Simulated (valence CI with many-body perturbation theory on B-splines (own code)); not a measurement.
# As: one-electron terms

Level of theory: relativistic CI+MBPT: five valence electrons over a frozen Dirac-Fock core [Ar] 3d10, radial functions for each j: 9 s, 9 p, 8 d, 6 f, 3 g, 1 h, with the one-electron correlation potential Σ1, the two-electron term Σ2, the three-electron term Σ3, Breit, model QED; selected CI, second order for the rest, scaled by the run's own slope (own B-spline code, finite nucleus).

Against 11 measured levels this calculation errs by 93 cm⁻¹ on average and by 134 at most. These come from a selection out of the NIST Handbook of Basic Atomic Spectroscopic Data. Levels without a partner in it may be off by more. Among the levels kept, up to 1700 cm⁻¹ of a level comes from second order outside the variational space, and about a tenth of that is noise between levels of different J, which matters for small intervals.

These are the spectroscopic orbitals of the CI (the correlating ones are not listed), shaped by the core and the other valence electrons. h is the expectation value of the core's Dirac-Fock operator, without the valence repulsion; Σ1 is computed up to l = 3 at one energy for each symmetry, that of its lowest orbital but kept below the first core excitation, so for empty shells it is not the orbital's own correlation shift; Breit and QED include the response of the core.

```csv
Orbital,h (hartree),Σ1 (cm⁻¹),Breit (cm⁻¹),QED (cm⁻¹),⟨r⟩ (bohr)
4s1/2,-2.2041,-7128,94.3,88.5,2.010
5s1/2,-0.82628,-615,10.0,9.3,6.404
6s1/2,-0.39763,-153,2.6,2.4,14.29
7s1/2,-0.23585,-63.2,1.1,1.0,25.07
4p1/2,-1.7154,-4328,93.3,-3.2,2.548
5p1/2,-0.60359,-308,7.7,-0.3,8.862
6p1/2,-0.31749,-103,2.6,-0.1,18.18
7p1/2,-0.1974,-47.7,1.2,0.0,30.41
4p3/2,-1.6936,-4122,53.9,1.1,2.594
5p3/2,-0.59904,-303,4.6,0.1,8.938
6p3/2,-0.31566,-101,1.6,0.0,18.29
7p3/2,-0.1965,-47.0,0.7,0.0,30.55
4d3/2,-0.61032,-121,0.4,-0.1,8.773
5d3/2,-0.33132,-58.8,0.2,0.0,18.62
6d3/2,-0.20574,-30.7,0.1,0.0,31.45
4d5/2,-0.61028,-121,0.0,0.0,8.770
5d5/2,-0.33102,-58.1,0.0,0.0,18.63
6d5/2,-0.20554,-30.3,0.0,0.0,31.46
4f5/2,-0.28227,-1.8,0.0,0.0,17.95
5f5/2,-0.18114,-1.1,0.0,0.0,31.32
4f7/2,-0.28228,-1.8,0.0,0.0,17.95
5f7/2,-0.18115,-1.1,0.0,0.0,31.32
5g7/2,-0.18009,,0.0,0.0,27.48
5g9/2,-0.18009,,0.0,0.0,27.48
```

Among the shells of the start configuration 4s2 4p3, Σ1 is largest in size for 4s1/2, where it is 1.5 % of h.

Lowest root of each symmetry, sizes in configuration state functions:

| J | Parity | Roots | Reference | Variational | Second order | Change by selected CI (cm⁻¹) | Change by second order (cm⁻¹) |
| --- | --- | --- | --- | --- | --- | --- | --- |
| 1/2 | even | 12 | 24 | 39992 | 2265092 | -22271 | -560 |
| 3/2 | even | 14 | 35 | 39992 | 4168997 | -21942 | -965 |
| 5/2 | even | 12 | 35 | 39978 | 5131076 | -21896 | -1160 |
| 7/2 | even | 5 | 23 | 39996 | 6419346 | -22277 | -903 |
| 9/2 | even | 2 | 14 | 39963 | 7693068 | -22707 | -637 |
| 11/2 | even | 1 | 5 | 31060 | 5480913 | -22852 | -312 |
| 1/2 | odd | 10 | 23 | 39999 | 1948217 | -24032 | -627 |
| 3/2 | odd | 15 | 37 | 39999 | 3758851 | -18486 | -708 |
| 5/2 | odd | 11 | 32 | 40000 | 5225903 | -21507 | -1131 |
| 7/2 | odd | 5 | 22 | 39997 | 7597233 | -22409 | -730 |
| 9/2 | odd | 1 | 10 | 34109 | 5845878 | -22890 | -290 |
| 11/2 | odd | 1 | 4 | 33067 | 4928952 | -23088 | -290 |
